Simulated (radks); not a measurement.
The numbers below are computed, except where a source is named.
Problem. These are the eigenvalues of the occupied orbitals of an atom or ion with whole-number occupations (eV). Level of theory: Dirac Kohn-Sham, PBE, spin-unpolarised, spherical densities, finite nucleus; Fermi nuclear charge, rms radius of each element as measured or else 0.836 A^(1/3) + 0.57 fm (a radial shooting solver on a logarithmic mesh with Libxc functionals).

orbital  eigenvalue
1s1/2     -11932.10
2s1/2     -1704.577
2p1/2     -1546.288
2p3/2     -1509.708
3s1/2     -387.8209
3p1/2     -333.9872
3p3/2     -328.2715
3d3/2     -236.6147
3d5/2     -235.6499

Which element is it, and in what charge state? The configuration may be excited.

Solution. Z = 33, arsenic, charge +9: As9+ in [Ar] 3d(3/2: 3, 5/2: 3). The list shows which subshells hold electrons but not how many an open one holds; the 1s level, -438.5 hartree, gives Z - s = 29.6 by -(Z - s)^2/2, which with screening and relativity narrows Z to a few neighbours, and the depths of the outer levels then fix element, charge and occupations together.
